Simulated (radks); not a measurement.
Results of a calculation; reference values are marked as such.
Tc4+, configuration [Ar] 3d10 4s1 4p6 4d4 (not the ground configuration).

Code: a radial shooting solver on a logarithmic mesh with Libxc functionals. Model: Dirac Kohn-Sham, XLYP, spin-unpolarised, spherical densities, point nucleus; open shells fill j = l - 1/2 first.

Energy parts (hartree):
part                        energy
total                  -4281.27358
kinetic                 4447.51534
electron-nucleus      -10273.48503
Hartree                 1672.56396
exchange-correlation    -127.86785

Orbitals (lengths in bohr, moments of r in powers of bohr; r(max) is where P^2 peaks; r(90%) holds 90 % of the orbital's charge):
orbital,occ.,eigenvalue (hartree),r(90%),<r>,r(max)
1s1/2,2,-768.6836,0.0614,0.03428,0.02228
2s1/2,2,-111.2706,0.231,0.1492,0.1263
2p1/2,2,-102.7638,0.208,0.1271,0.09811
2p3/2,4,-98.41404,0.214,0.1317,0.1020
3s1/2,2,-20.92388,0.613,0.4151,0.3724
3p1/2,2,-17.65505,0.618,0.4088,0.3593
3p3/2,4,-16.92686,0.633,0.4194,0.3687
3d3/2,4,-11.14209,0.633,0.3965,0.3095
3d5/2,6,-11.00198,0.638,0.3999,0.3123
4s1/2,1,-4.45329,1.50,1.037,0.9412
4p1/2,2,-3.47257,1.64,1.115,0.9926
4p3/2,4,-3.35538,1.68,1.141,1.016
4d3/2,4,-1.86246,2.16,1.418,1.186
4d5/2,0,-1.84761,2.18,1.428,1.195

The highest occupied level is 4d3/2 at -50.680 eV. Summed over all electrons, <r^2> = 23.04 bohr^2, which gives a Langevin (diamagnetic) susceptibility term of -18.2 x 10^-6 cm^3/mol.
